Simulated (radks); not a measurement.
Problem. The palladium ion Pd2+, 44 electrons, occupied as [Kr] 4d8 (the NIST ground configuration). All-electron calculation, Dirac Kohn-Sham, PBE, spin-unpolarised, spherical densities, point nucleus; open shells fill j = l - 1/2 first. Program: a radial shooting solver on a logarithmic mesh with Libxc functionals. Some entries of the table are withheld. Estimate them.

orbital  occ.  eigenvalue (Ry)  <r^2> (bohr^2)
1s1/2       2        -1777.050        0.001371
2s1/2       2        -260.9830         0.02250
2p1/2       2        -242.2044             (1)
2p3/2       4        -230.4888             (2)
3s1/2       2        -48.58305          0.1645
3p1/2       2              (3)          0.1603
3p3/2       4              (4)          0.1695
3d3/2       4        -26.01657          0.1510
3d5/2       6        -25.60939          0.1538
4s1/2       2         -8.11166           1.007
4p1/2       2         -5.81447           1.175
4p3/2       4         -5.48326           1.246
4d3/2       4         -2.02852           2.229
4d5/2       4         -1.98985           2.283

Solution. 
(1) 2p1/2 <r^2> (bohr^2): 0.01685
(2) 2p3/2 <r^2> (bohr^2): 0.01818
(3) 3p1/2 eigenvalue (Ry): -41.17332
(4) 3p3/2 eigenvalue (Ry): -39.13118
